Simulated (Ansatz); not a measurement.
Nudged elastic band run: AlClFH5N2

The input (input.yaml):

```yaml
crystal:
  periodic: [false, false, false]
  atoms:
    - { symbol: Al, position_ang: [0.04563, 0.332004, 0.056865] }
    - { symbol: F, position_ang: [0.97339, 0.5905, 1.489635] }
    - { symbol: "N", position_ang: [0.939184, 0.382542, -1.476363] }
    - { symbol: "N", position_ang: [-1.714046, 0.487084, 0.236319] }
    - { symbol: H, position_ang: [1.101195, -1.051758, 1.748867] }
    - { symbol: Cl, position_ang: [0.766966, -2.248005, 1.258845] }
    - { symbol: H, position_ang: [1.954061, 0.289967, -1.545846] }
    - { symbol: H, position_ang: [0.51934, 0.319628, -2.404972] }
    - { symbol: H, position_ang: [-2.184822, 0.56901, 1.139063] }
    - { symbol: H, position_ang: [-2.400997, 0.32913, -0.502313] }
basis:
  gaussian: { orbitals: def2-SVP }
hamiltonian:
  xc: pbe
neb:
  order_check: false
  images: 5
  f_tol: 0.05
  max_iterations: 60
  final_atoms:
    - { symbol: Al, position_ang: [0.00548188, -0.14921918, -0.00940277] }
    - { symbol: F, position_ang: [0.84166985, 0.53723037, 1.68860103] }
    - { symbol: "N", position_ang: [0.94232119, 0.20510719, -1.47823459] }
    - { symbol: "N", position_ang: [-1.67312945, 0.40136363, 0.2370788] }
    - { symbol: H, position_ang: [1.08113538, -0.42884548, 1.84880026] }
    - { symbol: Cl, position_ang: [0.78194488, -2.04923328, 0.92161898] }
    - { symbol: H, position_ang: [1.70111966, -0.37752618, -1.83508834] }
    - { symbol: H, position_ang: [0.82496801, 1.03714421, -2.05837286] }
    - { symbol: H, position_ang: [-2.102971, 0.5542947, 1.15128864] }
    - { symbol: H, position_ang: [-2.4026394, 0.26978602, -0.46618913] }
  initial_path:
    images:
      - { positions_ang: [[0.04563, 0.332004, 0.056865], [0.97339, 0.5905, 1.489635], [0.939184, 0.382542, -1.476363], [-1.714046, 0.487084, 0.236319], [1.101195, -1.051758, 1.748867], [0.766966, -2.248005, 1.258845], [1.954061, 0.289967, -1.545846], [0.51934, 0.319628, -2.404972], [-2.184822, 0.56901, 1.139063], [-2.400997, 0.32913, -0.502313]] }
      - { positions_ang: [[0.0020864, 0.23314157, 0.00012431], [0.9854953, 0.62683226, 1.51559088], [0.95004587, 0.32021337, -1.4906958], [-1.7364583, 0.43519611, 0.25087763], [1.08662314, -0.86563619, 1.72075084], [0.75821307, -2.20470298, 1.20399686], [1.91969633, 0.092415, -1.55253129], [0.65151108, 0.49367453, -2.36676317], [-2.17427038, 0.43742987, 1.16211219], [-2.44304151, 0.43153848, -0.44336246]] }
      - { positions_ang: [[-0.0414572, 0.13427914, -0.05661639], [0.99760059, 0.66316452, 1.54154675], [0.96090774, 0.25788473, -1.5050286], [-1.75887059, 0.38330822, 0.26543626], [1.07205129, -0.67951439, 1.69263468], [0.74946014, -2.16140096, 1.14914873], [1.88533167, -0.105137, -1.55921657], [0.78368215, 0.66772105, -2.32855434], [-2.16371877, 0.30584973, 1.18516139], [-2.48508602, 0.53394696, -0.38441191]] }
      - { positions_ang: [[-0.08500079, 0.03541671, -0.11335708], [1.00970589, 0.69949678, 1.56750263], [0.97176961, 0.1955561, -1.5193614], [-1.78128289, 0.33142032, 0.27999489], [1.05747943, -0.49339258, 1.66451852], [0.74070721, -2.11809895, 1.09430059], [1.850967, -0.302689, -1.56590186], [0.91585323, 0.84176758, -2.29034551], [-2.15316715, 0.1742696, 1.20821058], [-2.52713053, 0.63635545, -0.32546137]] }
      - { positions_ang: [[-0.0548399, -0.02612859, -0.07870565], [0.95369388, 0.64540797, 1.60786876], [0.96195347, 0.19873979, -1.50565246], [-1.74523174, 0.35473476, 0.26568953], [1.06536475, -0.47187688, 1.72594576], [0.7544531, -2.09514372, 1.03674006], [1.80101789, -0.32763473, -1.65563068], [0.88555816, 0.90689312, -2.21302129], [-2.1364351, 0.30094463, 1.1892366], [-2.48563349, 0.51416564, -0.37237062]] }
      - { positions_ang: [[-0.02467901, -0.08767388, -0.04405421], [0.89768186, 0.59131917, 1.64823489], [0.95213733, 0.20192349, -1.49194353], [-1.7091806, 0.3780492, 0.25138416], [1.07325007, -0.45036118, 1.78737301], [0.76819899, -2.0721885, 0.97917952], [1.75106877, -0.35258045, -1.74535951], [0.85526308, 0.97201866, -2.13569708], [-2.11970305, 0.42761966, 1.17026262], [-2.44413645, 0.39197583, -0.41927988]] }
      - { positions_ang: [[0.00548188, -0.14921918, -0.00940277], [0.84166985, 0.53723037, 1.68860103], [0.94232119, 0.20510719, -1.47823459], [-1.67312945, 0.40136363, 0.2370788], [1.08113538, -0.42884548, 1.84880026], [0.78194488, -2.04923328, 0.92161898], [1.70111966, -0.37752618, -1.83508834], [0.82496801, 1.03714421, -2.05837286], [-2.102971, 0.5542947, 1.15128864], [-2.4026394, 0.26978602, -0.46618913]] }
```

Command:

```bash
$ ansatz run input.yaml --threads 2 --pin off --max-ram 3072MiB --backend cpu --events-out ev --progress --plain --runs-dir out
```

Output, in part (warnings, iteration lines, the closing report on the highest movable image, with atoms numbered from 0):

```
NEB end point (image 0): max|allowed force component| = 7.781e-3 eV/Å (the criterion of neb.relax_end_points is 1.000e-2)
NEB end point (image 6): max|allowed force component| = 1.052e-2 eV/Å (the criterion of neb.relax_end_points is 1.000e-2)
NEB iter   1: max|band force component| = 4.197e0 eV/Å  barrier→ = 0.7556 eV  barrier← = 0.8266 eV  Δτ_max = 0.1989 Å  (195 SCF iters)
NEB iter   2: max|band force component| = 1.187e0 eV/Å  barrier→ = 0.1672 eV  barrier← = 0.2382 eV  Δτ_max = 0.1991 Å  (148 SCF iters)
NEB iter   3: max|band force component| = 4.931e-1 eV/Å  barrier→ = 0.0922 eV  barrier← = 0.1631 eV  CI = image 2  Δτ_max = 0.1673 Å  (148 SCF iters)
NEB iter   4: max|band force component| = 2.118e-1 eV/Å  barrier→ = 0.0685 eV  barrier← = 0.1395 eV  CI = image 2  Δτ_max = 0.1990 Å  (137 SCF iters)
NEB iter   5: max|band force component| = 2.086e-1 eV/Å  barrier→ = 0.0506 eV  barrier← = 0.1215 eV  CI = image 2  Δτ_max = 0.1971 Å  (144 SCF iters)
NEB iter   6: max|band force component| = 1.744e-1 eV/Å  barrier→ = 0.0361 eV  barrier← = 0.1071 eV  CI = image 2  Δτ_max = 0.1048 Å  (137 SCF iters)
NEB iter   7: max|band force component| = 1.609e-1 eV/Å  barrier→ = 0.0258 eV  barrier← = 0.0967 eV  CI = image 2  Δτ_max = 0.0303 Å  (135 SCF iters)
NEB iter   8: max|band force component| = 7.805e-2 eV/Å  barrier→ = 0.0196 eV  barrier← = 0.0906 eV  CI = image 2  Δτ_max = 0.0387 Å  (142 SCF iters)
NEB iter   9: max|band force component| = 9.520e-2 eV/Å  barrier→ = 0.0176 eV  barrier← = 0.0885 eV  CI = image 2  Δτ_max = 0.0189 Å  (138 SCF iters)
NEB iter  10: max|band force component| = 1.401e-1 eV/Å  barrier→ = 0.0172 eV  barrier← = 0.0881 eV  CI = image 2  Δτ_max = 0.0094 Å  (145 SCF iters)
NEB iter  11: max|band force component| = 2.742e-2 eV/Å  barrier→ = 0.0169 eV  barrier← = 0.0879 eV  CI = image 2  Δτ_max = 0.0000 Å  (287 SCF iters)
Total energy: -24876.56632863 eV, -914.1969506347 hartree
Atom 0 at     0.028699     0.107013     0.071159 Å, force    -0.004262    -0.010402     0.014299 eV/Å
Atom 1 at     0.842010     0.562676     1.617357 Å, force    -0.000150     0.020059    -0.003857 eV/Å
Atom 2 at     0.918133     0.210353    -1.464618 Å, force     0.001561     0.018513    -0.012869 eV/Å
Atom 3 at    -1.713281     0.420356     0.238531 Å, force     0.001321    -0.000391    -0.005706 eV/Å
Atom 4 at     1.092040    -0.744964     1.708066 Å, force     0.002042    -0.005897     0.000783 eV/Å
Atom 5 at     0.906040    -2.020956     1.045824 Å, force    -0.000708    -0.012016    -0.004505 eV/Å
Atom 6 at     1.754087    -0.327405    -1.697222 Å, force    -0.002586    -0.003657     0.007888 eV/Å
Atom 7 at     0.755402     0.934162    -2.166774 Å, force     0.004661    -0.006378    -0.000259 eV/Å
Atom 8 at    -2.171593     0.689891     1.110566 Å, force     0.000723     0.000903     0.004914 eV/Å
Atom 9 at    -2.411637     0.168976    -0.462789 Å, force    -0.002602    -0.000735    -0.000688 eV/Å
Dipole moment:    -0.115584     0.045447    -0.166519 e Å
```

It converged. A vibrational analysis at the climbing image gives one clearly imaginary mode, 154i cm⁻¹: a first-order saddle point. The orbitals stay closed-shell, which can raise the energy where a bond breaks towards radicals; this wasn't checked here.

Final band (atoms are numbered from 1 in the order of the input):

| image | path coordinate (Å) | energy (kcal/mol) | H5–Cl6 (Å) | F2–H5 (Å) |
| --- | --- | --- | --- | --- |
| 0 | 0.00 | 0.0 | 1.34 | 1.67 |
| 1 | 0.61 | 0.1 | 1.35 | 1.60 |
| 2 | 1.23 | 0.4 | 1.45 | 1.33 |
| 3 | 1.39 | 0.0 | 1.57 | 1.18 |
| 4 | 1.55 | -0.9 | 1.71 | 1.07 |
| 5 | 1.71 | -1.5 | 1.84 | 1.02 |
| 6 | 1.87 | -1.6 | 1.89 | 1.01 |

Run time: 36 s on 2 threads of AMD EPYC 9R45 96-Core Processor (Zen 5), with other jobs on the host, peak memory 0.17 GiB.
